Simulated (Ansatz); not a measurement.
CH₆AlBOS, relaxed with RKS PBE-D4/def2-SVP in the Gaussian-basis code of Ansatz from a rough embedded geometry. The force threshold is 0.03 eV/Å; the program also tests the step.

Charge 0, multiplicity 1. The bonds changed during the relaxation, so this is another structure than the one it started from.

Start:

```xyz
11

C    -1.633   -1.292    0.469
O    -1.000   -0.068    0.533
B    -0.223    0.107   -0.719
S     1.613   -0.439   -0.721
Al    2.378    1.489    0.013
H    -2.307   -1.408    1.366
H    -0.981   -2.137    0.397
H    -2.394   -1.253   -0.398
H    -0.695    0.663   -1.582
H     2.736    2.645   -0.970
H     2.508    1.692    1.612
```

| step | energy (eV) | largest force (eV/Å) | largest move (Å) |
| --- | --- | --- | --- |
| 1 | -21269.5412 | 4.062 | 0.000 |
| 2 | -21269.8991 | 2.059 | 0.195 |
| 3 | -21270.0989 | 0.765 | 0.140 |
| 4 | -21270.1702 | 0.466 | 0.093 |
| 5 | -21270.2898 | 0.898 | 0.197 |
| 6 | -21270.4088 | 1.242 | 0.195 |
| 7 | -21270.5285 | 1.272 | 0.199 |
| 8 | -21270.7029 | 0.777 | 0.200 |
| 9 | -21270.8216 | 0.295 | 0.195 |
| 10 | -21270.8941 | 0.274 | 0.195 |
| 11 | -21270.9498 | 0.533 | 0.192 |
| 13 | -21271.0832 | 0.181 | 0.184 |
| 15 (rejected) | -21271.0917 | 0.552 | 0.194 |
| 17 | -21271.1506 | 0.054 | 0.099 |
| 19 | -21271.1774 | 0.508 | 0.170 |
| 21 | -21271.2926 | 0.468 | 0.200 |
| 23 | -21271.4864 | 0.772 | 0.194 |
| 25 | -21271.6886 | 0.324 | 0.200 |
| 27 | -21271.7135 | 0.128 | 0.038 |
| 29 | -21271.7208 | 0.100 | 0.083 |
| 31 | -21271.7239 | 0.035 | 0.028 |
| 33 (rejected) | -21271.7237 | 0.052 | 0.034 |
| 34 | -21271.7242 | 0.012 | 0.017 |

End:

```xyz
11

C    -1.273   -0.573    0.677
O    -0.136   -0.091   -0.052
B     0.143   -0.319   -1.434
S     1.660    0.445   -1.947
Al    1.509    0.989    0.298
H    -1.795    0.288    1.138
H    -0.930   -1.270    1.467
H    -1.955   -1.099   -0.019
H    -0.645   -0.979   -2.080
H     1.013    2.469    0.646
H     2.410    0.138    1.308
```

Hardware: 4 threads of an Arm Neoverse V1 on a shared host. Wall time 49 s, peak host memory 0.19 GiB.
